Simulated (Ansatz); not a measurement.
`C=[C](F)[GaH2]` → 2 C• + F• + Ga• + 4 H•  (atomization)

Isolated molecules relaxed with PBE0-D4/def2-TZVP in Ansatz; ΔE leaves out vibrations. CBS: MP2 limit from def2 TZ/QZ plus the TZ coupled-cluster correction, frozen cores. This one scheme is used for every species, atoms too. DFT in def2-TZVPP. HSE06 is defined as in plane-wave codes. Open shells (•) are unrestricted, without spin–orbit coupling. Spin–orbit coupling would lower the free atoms: a little for C, F; clearly for Ga. Bonds to Ga are less sure, by a few kJ/mol each and by 10 to 20 or more in all where they break to atoms, as the def2 sets lack core-valence functions. Scalar relativity is left out up to krypton.

Problem. What is ΔE at CCSD(T)/CBS? (An estimate is asked.)

Solution. Computed: +28.55 eV.

Problem. What do these levels give: BLYP-D4, r2SCAN0-D4, ωB97M-V, r2SCAN0, HSE06, HF/def2-SVP, MP2/def2-SVP, HF/def2-TZVPP, MP2/def2-TZVPP, CCSD/def2-TZVPP, SCS-MP2/def2-QZVPP, CCSD/CBS(def2)? (An estimate is asked.)

Solution. Ansatz gave: BLYP-D4 28.45, r2SCAN0-D4 28.13, ωB97M-V 28.54, r2SCAN0 28.09, HSE06 28.49, HF/def2-SVP 20.87, MP2/def2-SVP 27.62, HF/def2-TZVPP 20.57, MP2/def2-TZVPP 28.46, CCSD/def2-TZVPP 27.46, SCS-MP2/def2-QZVPP 28.61, CCSD/CBS(def2) 28.07 eV.

Largest T1 diagnostic among the species: 0.013.

From BLYP to BHLYP (50 % exact exchange), in def2-TZVPP and without D4, ΔE moves by −0.82 eV: exact exchange takes away binding that semilocal exchange gives to molecules. In def2-TZVPP, CCSD(T) changes the Hartree–Fock value by +7.38 eV (the triples alone add +0.48 eV) and MP2 by +7.89 eV; breaking electron pairs costs correlation energy, which Hartree–Fock lacks.

For atomizations the MP2-based limit and the directly extrapolated one differ by several kJ/mol either way, and by 10 to 25 for some Ge, Se and Sn compounds, so smaller differences from it don't rank the levels.
